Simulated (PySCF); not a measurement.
B3LYP has the VWN-RPA correlation part, as in Gaussian. 

## C$_{3}$H$_{6}$Si, SMILES `C#C[SiH2]C` (charge 0, multiplicity 1)

The numbers are results of B3LYP-D3(BJ)/def2-TZVP in PySCF 2.14.0, not measurements.

```json
{
 "HOMO": "-7.90 eV",
 "dipole_moment": "0.74 D",
 "HOMO–LUMO gap": "7.65 eV",
 "LUMO": "-0.25 eV",
 "total_energy": "-407.4628 Ha",
 "cost": "about 40 core-seconds (a rough figure)"
}
```

Bonds (Å): C1–C2 1.206, C1–H5 1.064, C2–Si3 1.831, Si3–C4 1.870, Si3–H6 1.481, Si3–H7 1.481, C4–H8 1.092, C4–H9 1.091, C4–H10 1.091. Bond angles (°): C2–C1–H5 179.8, C1–C2–Si3 179.1, C2–Si3–C4 110.2, C2–Si3–H6 108.1, C2–Si3–H7 108.1, C4–Si3–H6 110.8, C4–Si3–H7 110.8, H6–Si3–H7 108.6, Si3–C4–H8 110.6, Si3–C4–H9 110.7, Si3–C4–H10 110.7, H8–C4–H9 108.3, H8–C4–H10 108.3, H9–C4–H10 108.2.
